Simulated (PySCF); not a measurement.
Assigning NMR signals

Bonds (- single, = double, # triple, : aromatic): C1-C2, C2-C3, C2-P4, P4-C5, P4-C6, C6-C7, C6-C8. C1 carries H9, H10, H11; C2 carries H12; C3 carries H13, H14, H15; C5 carries H16, H17, H18; C6 carries H19; C7 carries H20, H21, H22; C8 carries H23, H24, H25.

Calculated, not measured (PySCF 2.14.0 with density-fitted response routines): shieldings: GIAO PBE0/pcSseg-1, GFN2-xTB structure. No solvent model, one computed conformer, non-relativistic, rapidly exchanging positions averaged.

Referencing at the same level of theory: ¹³C (186.93 ppm) and ¹H (31.72 ppm) against TMS.

Problem. Assign these signals to the numbered atoms. ¹³C{¹H} NMR (computed): δ 30.3, 20.2, 6.4.

Solution. 
30.3 → C2/C6, sp3 CH bonded to P
20.2 → C1/C3/C7/C8, methyl carbon: aliphatic region, no heteroatom directly attached
6.4 → C5, methyl carbon bonded to P

Problem. Assign these signals to the numbered atoms. ¹H NMR (600 MHz, computed): δ 1.54 (m, 2H), 1.08 (m, 12H), 0.93 (m, 3H).

Solution. 
| δ (ppm) | atoms | environment | reason |
| --- | --- | --- | --- |
| 1.54 | H12/H19 | hydrogen on an sp3 CH bonded to P | – |
| 1.08 | H9/H10/H11/H13/H14/H15/H20/H21/H22/H23/H24/H25 | hydrogen on a methyl carbon | – |
| 0.93 | H16/H17/H18 | hydrogen on a methyl carbon bonded to P | – |

Splittings by ³¹P in the carbon and heteronuclear signals aren't shown, as no couplings were computed. Shifts are as computed. Against solution values, carbons near 30 ppm lie about +3 ppm off and those near 130 ppm about +5 ppm. Of 1211 compounds with measured shifts, 218 miss one by over three times the rms of a fit or turn the order of signals round; such compounds aren't used in these exercises. No couplings were computed; multiplicities are counted from neighbouring protons, with m where these are inequivalent, close in shift, in a saturated or five-membered ring or joined by F or P, and br s for small geminal =CH2 splittings.
